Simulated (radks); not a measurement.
Neutral aluminium, configuration [Ne] 3s1 3p2 (not the ground configuration).

All-electron calculation, non-relativistic Kohn-Sham, PBE, spin-polarised, spherical densities, point nucleus; open shells are filled with parallel spins first. Program: a radial shooting solver on a logarithmic mesh with Libxc functionals.

Energy parts (Ry):
part                       energy
total                  -484.20808
kinetic                 483.45740
electron-nucleus      -1155.48459
Hartree                 224.68020
exchange-correlation    -36.86108

Orbitals (lengths in bohr, moments of r in powers of bohr; <r^-3> diverges for s and p1/2; r(max) is where P^2 peaks):
orbital,occ.,eigenvalue (Ry),r(max),<r^-3>,<r^4>
1s up,1,-110.9011,0.07869,-,0.0009908
1s down,1,-110.8859,0.07869,-,0.0009905
2s up,1,-8.00958,0.4980,-,0.4207
2s down,1,-7.98614,0.4982,-,0.4172
2p up,3,-5.21462,0.4290,35.49,0.4956
2p down,3,-5.18821,0.4292,35.52,0.4853
3s up,1,-0.67832,2.072,-,85.16
3p up,2,-0.28742,2.519,1.585,260.5

The highest occupied level is 3p up at -3.911 eV. The spin density at the nucleus is 3.022 e/bohr^3 (1s -0.013, 2s 0.002, 3s 3.034), a Fermi contact field of 158 T.
